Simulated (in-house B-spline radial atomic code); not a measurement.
The numbers below are computed, except where a source is named.
# Softness against transferability: the 3s channel of Ca

Ca, [Ar] 4s2, non-relativistic LDA (VWN5), spherical and spin-unpolarised, from an all-electron radial atomic-structure program (B-spline basis) (atomic units). The all-electron 3s level is ε = -1.706331 hartree, its outermost node lies just inside 0.46 bohr and its outer maximum at 0.99 bohr.

Troullier-Martins pseudo-orbitals are made for several radii. The cutoffs (hartree) are the plane-wave energies beyond which the orbital holds less than the named kinetic energy per electron. The phase error is the difference, pseudo minus all-electron, of arctan(R P'/P) at R = 1.69 bohr for all radii, half a hartree below and above the level.

| r_c (bohr) | V_l(0) (hartree) | cutoff for 10 mEh | for 1 mEh | for 0.1 mEh | phase error at ε − 0.5 (mrad) | at ε + 0.5 (mrad) |
| --- | --- | --- | --- | --- | --- | --- |
| 0.74 | -24.49 | 68.2 | 196 | 384 | -5.5 | -1.7 |
| 0.86 | -2.29 | 42 | 95.2 | 170 | -2.9 | -0.8 |
| 0.99 | 4.68 | 20.5 | 50.4 | 90.9 | -2.1 | -0.6 |
| 1.12 | 3.83 | 19.7 | 48.8 | 87.1 | -2.4 | -0.7 |
| 1.25 | 1.71 | 17.5 | 42.7 | 74.4 | -4.1 | -1.1 |
| 1.39 | -0.06 | 15 | 35.6 | 59.6 | -8.0 | -2.1 |

Question: Which radius needs the lowest cutoff for 0.1 mEh while both phase errors stay within 4.2 mrad?

Answer: The radii within that limit are 0.86, 0.99, 1.12, 1.25 bohr; of these r_c = 1.25 needs the least, 74.4 hartree, that is 149 Ry or 2025 eV.

Question: What does the larger radius buy, and what does it cost?

Answer: From r_c = 0.74 to 1.39 bohr the cutoff for 1 mEh goes from 196 to 35.6 hartree, a factor of 5.51, against 3.53 for a pure 1/r_c² scaling, end to end; step by step it is 196, 95.2, 50.4, 48.8, 42.7, 35.6, and for 0.1 mEh 384, 170, 90.9, 87.1, 74.4, 59.6; the number of plane waves goes as the cutoff to the power 3/2, here a factor of 12.9. The larger of the two phase errors is least at r_c = 0.99 bohr, 2.1 mrad; it is 5.5 at the smallest radius and 8.0 at the largest. These errors test the reference atom alone. The smallest radius lies well inside the outer maximum, where the nodeless form must bend sharply to keep the norm, so it is both harder and scatters less well than the next. Large radii also let the cores of neighbours overlap, which an atom doesn't show.
